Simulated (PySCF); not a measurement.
A structure optimised at ωB97X-D3(BJ)/def2-SVP, used in a PySCF frequency run:

```xyz
7

F     -3.2888     0.9456    -0.5259
C     -2.5644    -0.1068    -0.1452
C     -1.2596    -0.1570    -0.2526
C      0.0403    -0.2523    -0.3256
Cl     0.8628    -0.8921    -1.7010
Br     1.1659     0.3050     1.0779
H     -3.1728    -0.9214     0.2644
```
Charge 0, spin multiplicity 1.

### Question
Write its SMILES and formula.

### Answer
FC=C=C(Cl)Br, C₃HBrClF

### Question
What are its rotational constants (standard atomic weights)?

### Answer
2.2226, 1.0351, 0.72763 GHz
